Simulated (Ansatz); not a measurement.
The cluster Rb2Cl, relaxed as a doublet with UKS PBE-D4/def2-TZVP in Ansatz, starting from the GFN1-xTB geometry. Force threshold 0.02 eV/Å.

In the def2 sets Rb takes a core potential; there is no spin–orbit coupling. The structure comes from a short search, and lower isomers may exist.

Start:

Cartesian coordinates in Å:
```
Rb 0.546 -1.612 -1.059
Rb -1.543 0.246 1.612
Cl 0.997 1.366 -0.553
```

Task: Estimate the energy that the relaxation releases and the steps that it takes.

Result: 5.5 kcal/mol, in 6 steps; 4.7 s on 4 threads of AMD EPYC 9B45 on a shared host. The force fell under the threshold at step 5, but the optimiser went on. No frequencies were taken in this run, so the end may be a saddle point.

Task: Does the start keep its bonding and symmetry?

Result: By distances, no bond broke or formed. The bond that changes most is Rb2–Cl3, from 3.52 to 3.04 Å (atoms count from 1). The end is the same structure that another start reached, the lowest one found. Point group Cs at the start, C2v at the end, both within 0.05 Å.

Task: Predict the relaxed structure.

Result: 
```
atom    x (Å)    y (Å)    z (Å)
 Rb1   0.7990  -1.7312  -1.3489
 Rb2  -1.5013   0.6010   1.6851
 Cl3   0.7023   1.1302  -0.3361
```
Bond lengths (bridged metal pairs left out): 2 × Cl–Rb 3.04 Å.
